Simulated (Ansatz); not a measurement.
The same path of CH$_{6}$SSeSi (10 atoms, charge 0, multiplicity 1) was run 3 times with different band settings. Lost on the way: Si3–H8. Made: Se2–H8.

These are results of Ansatz 0.2.0, RKS B3LYP-D4/def2-SVP, not measurements.

Relaxed end points:

```xyz
10
Properties=species:S:1:pos:R:3
C -1.232 1.158 -0.584
Se -0.507 0.869 1.233
Si 0.541 -1.115 0.803
S 1.919 -0.989 -0.860
H -0.435 1.018 -1.325
H -1.596 2.194 -0.614
H -2.063 0.467 -0.778
H -0.399 -2.188 0.375
H 1.208 -1.485 2.082
H 2.648 0.021 -0.329
```

```xyz
10
Properties=species:S:1:pos:R:3
C -1.234 0.895 -0.634
Se -0.482 0.368 1.103
Si 0.785 -1.778 0.122
S 2.223 -0.439 -0.933
H -0.360 1.146 -1.250
H -1.887 1.767 -0.506
H -1.770 0.045 -1.073
H -1.735 -0.221 1.629
H 1.533 -1.809 1.456
H 3.010 -0.025 0.089
```

Common settings: movable images 9; climbing image yes; start path through a guess of the saddle point; force threshold 0.05 eV/Å; end points relaxed.

| run | spring | optimiser | iteration limit |
| --- | --- | --- | --- |
| 1 | 5.0 eV/Å² | quadratic models (default) | 39 |
| 2 | 2.0 to 10.0 eV/Å², energy-weighted | quadratic models (default) | 46 |
| 3 | 5.0 eV/Å² | fire | 48 |

Problem. What does each run give, and how far can it be trusted?

Solution. Run 1: converged after 20 iterations, highest image 2.316 eV above the first end. A vibrational analysis at the climbing image gives one clearly imaginary mode, 699i cm⁻¹, and a faint second one (24i cm⁻¹) that may be numerical noise or a soft torsion: probably a first-order saddle point.
Run 2: converged after 13 iterations, highest image 2.318 eV above the first end. Neighbouring images differ by up to 1.7 eV, so the band resolves the path poorly. Another band between the same ends (9 images) ends at a top of the same energy, where a vibrational analysis finds 1 clearly imaginary mode.
Run 3: not converged after 48 iterations, highest image 2.339 eV above the first end. The band didn't meet its force threshold, so its energies are provisional: the largest band force was still 0.15 eV/Å, and over the last iterations the top stayed at 2.34 eV.
The orbitals stay closed-shell, which can raise the energy where a bond breaks towards radicals; this wasn't checked here.
